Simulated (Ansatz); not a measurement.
Diatomic SrS, multiplicity 3 (not the ground state: that is measured with 2S+1 = 1). No spin–orbit coupling.

The constants come from a fifth-degree fit in 1/R (seven points, main isotopes). In def2 and cc sets the state is the lowest found near the PBE0 minimum, followed along R.

Codes used: Ansatz (Gaussian orbitals).  In def2 rows elements past Kr take small-core potentials, without spin–orbit coupling.

Energies at wB97X-V/def2-TZVPP:

```
R (Å)       E (hartree)
--------  -------------
2.520721  -428.80862675
2.588483  -428.81248246
2.650823  -428.81446456
2.721295  -428.81525422
2.791767  -428.81481763
2.873080  -428.81313538
2.967946  -428.80998544
```

**Question.** With a reduced mass of 23.4449 u, find the minimum, the force constant and the constants.

**Answer.** A fifth-degree polynomial in 1/R puts the minimum at r_e = 2.7287 Å with force constant 104 N/m. Then ω_e = (1/2πc)√(k/μ) = 275 cm⁻¹ and B_e = h/(8π²cμr_e²) = 0.09657 cm⁻¹; the cubic and quartic terms give α_e = 0.00043 and ω_e x_e = 0.85 cm⁻¹.

Ansatz is an electronic-structure program.
